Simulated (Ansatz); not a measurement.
One change: `N[SiH2][SnH3]` becomes `N[SiH2][InH2]`.

Ansatz, PBE0-D4/def2-TZVP geometries, multiplicity 1. Each molecule was computed in one conformer, which needn't be the lowest.

Elements past krypton have def2 core potentials.

```tsv
property	`N[SiH2][SnH3]`
size of the dipole moment (ωB97M-V/def2-TZVPP) / D	1.76
LUMO energy (PBE0/def2-TZVPP) / eV	-0.26
HOMO energy (B3LYP/def2-TZVPP) / eV	-7.08
size of the dipole moment (PBE/def2-TZVPP) / D	1.75
LUMO energy (PBE/def2-TZVPP) / eV	-1.04
HOMO–LUMO gap (ωB97M-V/def2-TZVPP) / eV	10.70
```

Give the same properties after the change, and the shifts. (Estimate.)

The calculation gave: 
```json
{"property": "size of the dipole moment (ωB97M-V/def2-TZVPP) / D", "`N[SiH2][InH2]`": "1.43", "shift": "-0.33"}
{"property": "LUMO energy (PBE0/def2-TZVPP) / eV", "`N[SiH2][InH2]`": "-1.96", "shift": "-1.70"}
{"property": "HOMO energy (B3LYP/def2-TZVPP) / eV", "`N[SiH2][InH2]`": "-6.76", "shift": "0.32"}
{"property": "size of the dipole moment (PBE/def2-TZVPP) / D", "`N[SiH2][InH2]`": "1.46", "shift": "-0.29"}
{"property": "LUMO energy (PBE/def2-TZVPP) / eV", "`N[SiH2][InH2]`": "-2.69", "shift": "-1.65"}
{"property": "HOMO–LUMO gap (ωB97M-V/def2-TZVPP) / eV", "`N[SiH2][InH2]`": "8.56", "shift": "-2.14"}
```

With PBE0 the HOMO rises by 0.33 eV and the LUMO falls by 1.70 eV, so the gap narrows by about 2.03 eV. PBE moves the HOMO by 0.22 eV and ωB97M-V by 0.42 eV. The zero-point energy changes by -22.8 kJ/mol with -3 modes. Dipoles are sizes alone; their direction can turn.

B3LYP here is the variant with VWN-RPA as its local correlation; programs differ in this.
